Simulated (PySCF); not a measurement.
## From computed data to an observable: chemical shift, span and skew from a shielding tensor

Si(Cl)(SH) (ClHSSi), SMILES S[Si]Cl (connectivity only; charge and spin as stated), neutral, multiplicity 1. Atoms are numbered in the order given.

```xyz
4

Si     0.9682    -0.0199     0.0000
Cl    -0.3901    -1.6031     0.0000
S     -0.4633     1.5636     0.0000
H      0.4894     2.5140     0.0000
```
Charge 0, spin multiplicity 1.

The structure is a stationary point at PBE0-D3(BJ)/def2-TZVP. One conformer was computed; it need not be the lowest.

GIAO shieldings from PBE0/pcSseg-2 in PySCF, non-relativistic, no solvent. The symmetric part of the tensor of Si1 has the principal values -515.0, 201.3, 266.8 ppm. The same nucleus in TMS has σ = 341.9 ppm at this level (PySCF, at its B3LYP-D3(BJ)/def2-TZVP geometry). Without spin–orbit terms, shifts of atoms bonded to Cl or Br come out too high.

### Question
Work out the isotropic shielding, the ²⁹Si shift against TMS, the span and the skew.

### Answer

σ(iso) = (σ11 + σ22 + σ33)/3 = -15.6 ppm. δ = σ(ref) − σ(iso) = 341.9 − (-15.6) = 357.5 ppm.
Span Ω = σ33 − σ11 = 781.8 ppm. Skew κ = 3(σ(iso) − σ22)/Ω = -0.83. Tumbling in solution averages the tensor to δ; in a static solid the shielding alone would spread this spin-1/2 line over Ω.
